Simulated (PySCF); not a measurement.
Precursor series Zr F-NH2. All species are isolated molecules in the gas phase. One relaxed conformer stands for each flexible species; it need not be the lowest.

Computed with PBE-D3(BJ)/def2-TZVP // BP86-D3(BJ)/def2-SVP in PySCF 2.14.0. All candidates: neutral, multiplicity 1. 

The HOMO is -5.81 eV. The HOMO–LUMO gap comes out as 4.04 eV. The LUMO is -1.76 eV.

### Question
Name which member has these values.
A. [Zr(F)(NH2)3]
B. [Zr(NH2)4]
C. [Zr(F)2(NH2)2]
D. [Zr(F)3(NH2)]

### Answer
C, [Zr(F)2(NH2)2]. The others give [Zr(NH2)4]: -5.34 eV, 4.49 eV, -0.85 eV; [Zr(F)(NH2)3]: -5.68 eV, 4.65 eV, -1.03 eV; [Zr(F)3(NH2)]: -6.73 eV, 4.62 eV, -2.11 eV
